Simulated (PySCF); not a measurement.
Molfile (atoms numbered from 1):
```
C7H7F
     RDKit          3D

 15 16  0  0  0  0  0  0  0  0999 V2000
    1.0901    0.4035    2.0295 F   0  0  0  0  0  0  0  0  0  0  0  0
    0.0703   -0.0662    1.2464 C   0  0  1  0  0  0  0  0  0  0  0  0
   -0.5106    0.9773    0.2708 C   0  0  1  0  0  0  0  0  0  0  0  0
    0.7101    1.1740   -0.6150 C   0  0  0  0  0  0  0  0  0  0  0  0
    1.3236    0.0045   -0.7126 C   0  0  0  0  0  0  0  0  0  0  0  0
    0.5265   -0.9992    0.1063 C   0  0  2  0  0  0  0  0  0  0  0  0
   -0.8206   -1.1323   -0.5820 C   0  0  0  0  0  0  0  0  0  0  0  0
   -1.4352    0.0387   -0.4847 C   0  0  0  0  0  0  0  0  0  0  0  0
   -0.6648   -0.5088    1.9265 H   0  0  0  0  0  0  0  0  0  0  0  0
   -0.9546    1.8729    0.6934 H   0  0  0  0  0  0  0  0  0  0  0  0
    0.9629    2.1122   -1.0688 H   0  0  0  0  0  0  0  0  0  0  0  0
    2.2047   -0.2550   -1.2661 H   0  0  0  0  0  0  0  0  0  0  0  0
    1.0347   -1.9189    0.3774 H   0  0  0  0  0  0  0  0  0  0  0  0
   -1.1508   -2.0290   -1.0698 H   0  0  0  0  0  0  0  0  0  0  0  0
   -2.3907    0.3341   -0.8733 H   0  0  0  0  0  0  0  0  0  0  0  0
  1  2  1  0
  2  3  1  0
  3  4  1  0
  4  5  2  0
  5  6  1  0
  6  7  1  0
  7  8  2  0
  6  2  1  0
  8  3  1  0
  2  9  1  1
  3 10  1  1
  4 11  1  0
  5 12  1  0
  6 13  1  1
  7 14  1  0
  8 15  1  0
M  END
```

PySCF 2.14.0 with density-fitted response routines calculation with GIAO PBE0/pcSseg-1 shieldings and GFN2-xTB structure; no relativistic terms, equivalent nuclei averaged, one conformer, isolated molecule.

Q: Predict the 2D correlation tables (HSQC, COSY, HMBC).

A: 

HSQC (one-bond C–H):
```
            δH             δC
7.01 (H11/H12)  147.7 (C4/C5)
6.98 (H14/H15)  149.3 (C7/C8)
     4.78 (H9)     119.0 (C2)
3.50 (H10/H13)   57.6 (C3/C6)
```

COSY cross peaks (H two or three bonds apart, from the bond graph; peaks can be absent where the dihedral angle is near 90°):
```
            δH              δH
7.01 (H11/H12)  3.50 (H10/H13)
6.98 (H14/H15)  3.50 (H10/H13)
     4.78 (H9)  3.50 (H10/H13)
```

HMBC (two and three bonds, from the bond graph):
```
            δH                                                      δC
7.01 (H11/H12)  149.3 (C7/C8), 147.7 (C4/C5), 119.0 (C2), 57.6 (C3/C6)
6.98 (H14/H15)  149.3 (C7/C8), 147.7 (C4/C5), 119.0 (C2), 57.6 (C3/C6)
     4.78 (H9)              149.3 (C7/C8), 147.7 (C4/C5), 57.6 (C3/C6)
3.50 (H10/H13)  149.3 (C7/C8), 147.7 (C4/C5), 119.0 (C2), 57.6 (C3/C6)
```

Chemical shifts δ = σref − σ; 1H and 13C vs TMS, all at this level.

Shifts are as computed. Against solution values, carbons near 30 ppm lie about +3 ppm off and those near 130 ppm about +5 ppm. Of 1211 compounds with measured shifts, 218 miss one by over three times the rms of a fit or turn the order of signals round; such compounds aren't used in these exercises.
